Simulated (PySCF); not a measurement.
Molfile (atoms numbered from 1):
```
C5H15AlO
     RDKit          3D

 22 21  0  0  0  0  0  0  0  0999 V2000
   -3.2517    0.5132   -0.3193 C   0  0  0  0  0  0  0  0  0  0  0  0
   -2.0612    0.2600    0.5912 C   0  0  0  0  0  0  0  0  0  0  0  0
   -0.7675    0.0183   -0.1762 C   0  0  0  0  0  0  0  0  0  0  0  0
    0.4016   -0.2265    0.7526 C   0  0  0  0  0  0  0  0  0  0  0  0
    1.6430   -0.3772    0.0555 O   0  0  0  0  0  0  0  0  0  0  0  0
    1.8835   -1.6401   -0.5424 C   0  0  0  0  0  0  0  0  0  0  0  0
    2.8180    1.2181   -0.1434 Al  0  0  0  0  0  4  0  0  0  0  0  0
   -3.4379   -0.3458   -0.9832 H   0  0  0  0  0  0  0  0  0  0  0  0
   -3.0831    1.3942   -0.9584 H   0  0  0  0  0  0  0  0  0  0  0  0
   -4.1698    0.6917    0.2599 H   0  0  0  0  0  0  0  0  0  0  0  0
   -1.9242    1.1205    1.2691 H   0  0  0  0  0  0  0  0  0  0  0  0
   -2.2706   -0.6068    1.2432 H   0  0  0  0  0  0  0  0  0  0  0  0
   -0.8992   -0.8415   -0.8552 H   0  0  0  0  0  0  0  0  0  0  0  0
   -0.5305    0.8910   -0.8072 H   0  0  0  0  0  0  0  0  0  0  0  0
    0.5526    0.6275    1.4305 H   0  0  0  0  0  0  0  0  0  0  0  0
    0.2521   -1.1251    1.3761 H   0  0  0  0  0  0  0  0  0  0  0  0
    1.1344   -1.8563   -1.3191 H   0  0  0  0  0  0  0  0  0  0  0  0
    1.8614   -2.4271    0.2282 H   0  0  0  0  0  0  0  0  0  0  0  0
    2.8796   -1.5923   -0.9981 H   0  0  0  0  0  0  0  0  0  0  0  0
    3.9950    0.5275   -0.9866 H   0  0  0  0  0  0  0  0  0  0  0  0
    3.0787    1.5554    1.4046 H   0  0  0  0  0  0  0  0  0  0  0  0
    1.8280    2.2191   -0.9185 H   0  0  0  0  0  0  0  0  0  0  0  0
  1  2  1  0
  2  3  1  0
  3  4  1  0
  4  5  1  0
  5  6  1  0
  5  7  1  0
  1  8  1  0
  1  9  1  0
  1 10  1  0
  2 11  1  0
  2 12  1  0
  3 13  1  0
  3 14  1  0
  4 15  1  0
  4 16  1  0
  6 17  1  0
  6 18  1  0
  6 19  1  0
  7 20  1  0
  7 21  1  0
  7 22  1  0
M  CHG  2   5   1   7  -1
M  END
```

Geometry: PBE0-D3(BJ)/def2-SVP; GIAO shifts from PySCF, gas phase, non-relativistic, averaged over equivalent atoms.

At PBE0/pcSseg-1 (201 basis functions, 51 s wall time on 1 thread of an Arm Neoverse V1, shared host):
| atoms | δ (ppm) |
| --- | --- |
| C4 | 76.2 |
| C6 | 60.6 |
| C3 | 28.9 |
| C2 | 20.5 |
| C1 | 16.0 |
| O5 | 15.0 |
| Al7 | 87.8 |
| H20/H21/H22 | 4.24 |
| H17/H18/H19 | 3.68 |
| H15/H16 | 3.59 |
| H13/H14 | 1.65 |
| H8/H9/H10 | 1.11 |
| H11/H12 | 0.99 |

Scale: 13C (σ = 184.41 ppm), 1H (σ = 31.27 ppm) against TMS; H2O for 17O (σ = 334.56 ppm); 27Al (σ = 489.28 ppm) vs AlH4- (reference shieldings calculated alike).

Question: What do these become at CAM-B3LYP/pcSseg-1?

Answer: 
| atoms | δ at CAM-B3LYP/pcSseg-1 | change |
| --- | --- | --- |
| C4 | 76.7 | +0.5 |
| C6 | 60.8 | +0.2 |
| C3 | 29.5 | +0.6 |
| C2 | 20.6 | +0.1 |
| C1 | 15.8 | -0.2 |
| O5 | 16.0 | +1.0 |
| Al7 | 87.3 | -0.5 |
| H20/H21/H22 | 4.10 | -0.14 |
| H17/H18/H19 | 3.70 | +0.02 |
| H15/H16 | 3.59 | +0.00 |
| H13/H14 | 1.66 | +0.01 |
| H8/H9/H10 | 1.13 | +0.02 |
| H11/H12 | 1.00 | +0.01 |

Shifts are taken against calculated references (same method and geometry level): 13C (182.45 ppm) and 1H (31.33 ppm) against TMS; 17O (338.55 ppm) vs H2O; 27Al (485.84 ppm) against AlH4-.

The largest change is at O5 (donor oxygen of a Lewis adduct). Cost: 201 basis functions, 51 s wall time on 1 thread of an Arm Neoverse V1, shared host. The order of the carbon signals is the same at both levels.

Experimental scales use liquid or dissolved standards, which lie at an offset from isolated H2O (liquid H2O: subtract about 36 ppm).
